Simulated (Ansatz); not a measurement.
`COB(C)[SiH3]` + NH₃ → `COB(C)N` + SiH₄ at 600 K and 1 bar (cleavage of the B–Si bond).

Calculated with Ansatz (gas phase, PBE0-D4/def2-TZVP geometries, no zero-point term in ΔE). CCSD(T)/CBS adds triple-zeta CCSD(T) − MP2 to the extrapolated MP2 energy (def2 sets, frozen cores). This one scheme is used for every species. Each species was taken in one conformer, which may not be the lowest.

| species | CCSD(T)/CBS energy (Eh) | H − E (kJ/mol) | S (J/(mol·K)) |
| --- | --- | --- | --- |
| `COB(C)[SiH3]` | -470.59637 | 357.6 | 488.0 |
| NH₃ | -56.50880 | 112.4 | 219.5 |
| `COB(C)N` | -235.69052 | 356.1 | 436.9 |
| SiH₄ | -291.46306 | 108.7 | 242.3 |

H − E and S are ideal-gas, rigid-rotor, harmonic terms from PBE0-D4/def2-TZVP, for one conformer and one mirror image of each species. 1 Eh = 2625.50 kJ/mol, R = 8.31446 J/(mol·K).

**Question.** By hand: ΔE, ΔH, ΔS and ΔG.

**Answer.** ΔE = (-235.69052) + (-291.46306) − (-470.59637) − (-56.50880) = -0.04841 Eh = -127.1 kJ/mol. Δ(H − E) = 356.1 + 108.7 − 357.6 − 112.4 = -5.2, so ΔH = -132.3 kJ/mol. ΔS = 436.9 + 242.3 − 488.0 − 219.5 = -28.3 J/(mol·K). ΔG = -132.3 − 600 × (-28.3)/1000 = -115.3 kJ/mol.

**Question.** By hand: the equilibrium constant, and the temperature at which ΔG would vanish if ΔH and ΔS stayed fixed.

**Answer.** log₁₀ K = −ΔG/(RT ln 10) = 10.0. ΔG = 0 at ΔH/ΔS = 4675 K, far beyond where these terms or the molecules hold.

ΔH outweighs TΔS. A doubt of 5 kJ/mol in ΔE shifts log₁₀ K by 0.4 here. Other conformers and mirror images would add mixing entropy, several J/(mol·K) or more a flexible species. Modes under 60 cm⁻¹, often nearly free rotors, make the harmonic entropy too high. These are equilibria of isolated gas molecules and say nothing of rates. Largest T1 diagnostic: 0.014 (customary marks: 0.02 for closed shells, 0.045 for open ones).
